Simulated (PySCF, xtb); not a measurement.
B(I)3 anion (BI₃), SMILES B(I)(I)I (connectivity only; charge and spin as stated), charge -1, multiplicity 2.

Harmonic wavenumbers (cm⁻¹) from xtb with GFN2-xTB at its own minimum, in rising order: 92, 92, 143, 346, 495, 495.

What does PySCF with PBE-D3(BJ)/def2-SVPD give at its own minimum? (Estimate from the structure and the level; the computed values follow.)

85, 85, 133, 313, 515, 515. Paired by order, the mean absolute difference is 16 cm⁻¹ and the zero-point energies are 2.4 and 2.4 kcal/mol.
